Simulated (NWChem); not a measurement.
C$_{3}$H$_{5}$NOSi; SMILES N#C[C@@H]([SiH3])C=O

```xyz
11

N      0.9679    -2.5160     0.1149
C      0.6442    -1.4305    -0.1448
C      0.2257    -0.0634    -0.4193
Si    -1.6501     0.1551     0.0365
C      1.0463     0.9715     0.3488
O      1.1364     2.1233    -0.0030
H      0.3054     0.1592    -1.4907
H     -2.4165    -0.9031    -0.6613
H     -1.7924     0.0222     1.5058
H     -2.0668     1.5028    -0.4126
H      1.5277     0.5984     1.2762
```
Atoms are numbered in this order, from 1.

Results from NWChem. Pople sets run with spherical d functions. Geometry: optimised at B3LYP/6-31G* (spherical d). B3LYP is NWChem's, with the RPA form of VWN correlation. Level: B3LYP/6-31G* with SMD (1 M gas to 1 M solution), gas-phase geometry. Reactions with the solvent are ignored.

For solvent toluene:

- cavity-dispersion-structure term (kcal/mol) = -0.1
- dipole in solution (D) = 2.55

Q: What are these values for solvent water?

A: The cavity-dispersion-structure term (kcal/mol) is 6.1 and the dipole in solution (D) comes out as 2.67.
